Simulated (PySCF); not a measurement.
SMILES CC(C)c1ccc(O)cc1, GFN2-xTB optimised geometry.

```
22

C     -2.02    -2.02     1.27
C     -1.17    -1.90     0.00
C     -2.03    -2.02    -1.25
C     -0.40    -0.60     0.00
C     -1.05     0.63     0.00
C     -0.35     1.81     0.00
C      1.04     1.80     0.00
O      1.70     2.99     0.00
C      1.71     0.58     0.00
C      0.99    -0.60     0.00
H     -2.52    -2.99     1.29
H     -1.40    -1.93     2.15
H     -2.78    -1.24     1.30
H     -0.44    -2.72     0.00
H     -1.42    -1.93    -2.15
H     -2.79    -1.25    -1.28
H     -2.53    -2.99    -1.27
H     -2.13     0.66     0.00
H     -0.86     2.77     0.00
H      2.65     2.83     0.00
H      2.79     0.56     0.00
H      1.53    -1.54     0.00
```

Density from PBE/def2-SVP run with PySCF at that geometry.

Minimum of the electron density along straight lines between bonded atoms, close to the bond critical point (lines longer than 1.1 times the sum of covalent radii, or with two minima, are not listed):

```
bond     length / Å  ρ at the minimum / e bohr⁻³  ∇²ρ there / e bohr⁻⁵  position (fraction from the first atom)
-------  ----------  ---------------------------  --------------------  ---------------------------------------
C1–C2         1.530                        0.239                 -0.52                                     0.50
C2–C3         1.530                        0.239                 -0.52                                     0.50
C2–C4         1.509                        0.250                 -0.56                                     0.49
C4–C5         1.391                        0.305                 -0.74                                     0.50
C5–C6         1.380                        0.310                 -0.76                                     0.50
C6–C7         1.391                        0.309                 -0.77                                     0.48
C7–O8         1.363                        0.284                 -0.34                                     0.34
C7–C9         1.388                        0.309                 -0.77                                     0.51
C4–C10        1.387                        0.307                 -0.75                                     0.50
C9–C10        1.383                        0.308                 -0.75                                     0.50
C1–H11        1.088                        0.274                 -0.98                                     0.63
C1–H12        1.088                        0.275                 -0.99                                     0.63
C1–H13        1.087                        0.274                 -0.99                                     0.63
C2–H14        1.096                        0.274                 -0.97                                     0.62
C3–H15        1.088                        0.275                 -0.99                                     0.63
C3–H16        1.087                        0.274                 -0.99                                     0.63
C3–H17        1.088                        0.274                 -0.98                                     0.63
C5–H18        1.080                        0.281                 -1.04                                     0.63
C6–H19        1.079                        0.281                 -1.05                                     0.63
O8–H20        0.965                          ___                   ___                                     0.81
C9–H21        1.083                        0.276                 -1.00                                     0.62
C10–H22       1.081                        0.280                 -1.04                                     0.63
```

What belongs in the gaps?


- O8–H20, ρ at the minimum / e bohr⁻³: 0.356
- O8–H20, ∇²ρ there / e bohr⁻⁵: -2.22
